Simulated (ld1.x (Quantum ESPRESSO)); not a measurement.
## Which change was made? (S, TM)

ld1.x (Quantum ESPRESSO) 7.5 input, shortened:

```
&input
   title='S', zed=16., rel=1, dft='WC', iswitch=3,
   config='[Ne] 3s1.5 3p4.5'
 /
 &inputp
   pseudotype=2, tm=.true., lloc=0,
   nlcc=.true.
 /
2
3P  2  1   4.50   0.00  1.65  1.65  0.0
3S  1  0   1.50   0.00  1.10  1.10  0.0
 &test
   configts(1)='3s1.5 3p4.5'
 /
```

Cutoffs, loose and tight: the cutoffs (Ry, on a coarse ladder) from which the occupation-weighted sum of valence levels, in a spherical-Bessel basis at the reference potential, stays within 10 and 1 mRy of its value at 400 Ry. They do not see the model core or the augmentation charge, which bear on the density cutoff. Test errors are all-electron minus pseudo excitation energies from the reference, over the configurations 3s2 3p4; 3s2 3p3; 3s2 3p2; 3s2 3p4.3; 3s2 3p0; 3s0 3p6; 3s1 3p4; variants that change the core or the reference have their own tests. The largest error is taken over the tests solved by every variant that gives reliable tests at all, those not shown here included: 3s0 3p6; 3s1 3p4; 3s2 3p0; 3s2 3p3; 3s2 3p4; 3s2 3p4.3.

The base gives: outcome: generated; cutoff, loose: 55 Ry; cutoff, tight: 140 Ry; bound ghosts: none; largest test error (meV): +230.

Q: After one change the result is: outcome: generated; cutoff, loose: 100 Ry; cutoff, tight: over 300 Ry; bound ghosts: none; largest test error (meV): +354. Which change was it?
A. core correction none
B. reference 3s2 3p3
C. all radii but the core radius scaled by about 0.84 (s 0.92, p 1.38 bohr)

A: C. The others give: reference 3s2 3p3 → outcome: generated; cutoff, loose: 60 Ry; cutoff, tight: 140 Ry; bound ghosts: none; largest test error (meV): +61 | core correction none → outcome: generated; cutoff, loose: 55 Ry; cutoff, tight: 140 Ry; bound ghosts: none; largest test error (meV): +313.
